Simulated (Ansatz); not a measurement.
Diatomic SiN-, closed-shell singlet (lowest of 2S+1 = 1, 3, 5 at CCSD(T)/def2-TZVPP on PBE0 minima; our sources give no spin for the ground state, which may be another).

The constants come from a fifth-degree fit in 1/R (seven points, main isotopes). In def2 and cc sets the state is the lowest found near the PBE0 minimum, followed along R. The singlet is held restricted. HF and MP2 rows in def2 and cc sets belong to the determinant that coupled cluster picked by its CCSD energy.

Correlated levels freeze the cores.

Programs: Ansatz (Gaussian basis) for Hartree–Fock, density functionals and correlated methods. 

Energies at SCS-MP2/aug-cc-pV(Q+d)Z:

```tsv
R (Å)	E (hartree)
1.469617	-343.69924045
1.509123	-343.70951505
1.545468	-343.71542856
1.586554	-343.71880726
1.627641	-343.71937890
1.675048	-343.71734307
1.730356	-343.71228751
```

With a reduced mass of 9.3321 u, find the minimum, the force constant and the constants.

A fifth-degree polynomial in 1/R puts the minimum at r_e = 1.6164 Å with force constant 605 N/m. Then ω_e = (1/2πc)√(k/μ) = 1049 cm⁻¹ and B_e = h/(8π²cμr_e²) = 0.6914 cm⁻¹; the cubic and quartic terms give α_e = 0.0062 and ω_e x_e = 7.7 cm⁻¹.

Doubts at one or more of the structures used: a restricted determinant that unrestricted orbitals would lower (SCS-MP2/aug-cc-pV(Q+d)Z).

Ansatz is an electronic-structure program.
